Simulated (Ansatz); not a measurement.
System: tribromo(ethenyl)germane, C2H3Br3Ge, net charge 0, singlet state. SMILES: [Br][Ge]([Br])([CH]=C)[Br]
Coordinates optimised at B3LYP-D3(BJ)/def2-TZVP (Ansatz, a quantum-chemistry and plane-wave program):
```
C
C 1 1.3252
H 2 1.0834 1 122.20
H 2 1.0845 3 116.66 1 -180.00
H 1 1.0846 2 121.87 3 180.00
Ge 1 1.9329 5 115.30 2 180.00
Br 6 2.3145 1 110.92 5 -180.00
Br 6 2.3157 1 110.48 5 -59.41
Br 6 2.3157 1 110.48 5 59.41
```

Wanted: atomisation energy (electronic, to ground-state atoms), in eV. Valence correlation only, unless marked. UHF or UKS for open shells. Spin-orbit coupling is left out. Frozen are the shells of the preceding noble gas and the d and f shells that filled before the atom's block. No relativistic terms. The coupled-cluster limit lacks core correlation, which all-electron functionals hold. CBS(X,Y): correlation extrapolated as X^-3; Hartree-Fock from the larger set.

```tsv
level	program	atomisation energy (eV)
HF/STO-3G	Ansatz	30.10
HF/aug-cc-pVQZ	Ansatz	23.29
PBE-D3(BJ)/def2-TZVPD	Ansatz + dftd3	33.06
r2SCAN0-D4/def2-TZVPD	Ansatz + dftd4	31.99
SCS-MP2/aug-cc-pVTZ	Ansatz	31.66
```

### Question
Predict the CCSD(T)/CBS(aug-cc-pVTZ,aug-cc-pVQZ) result (Ansatz).

### Answer
32.26 eV
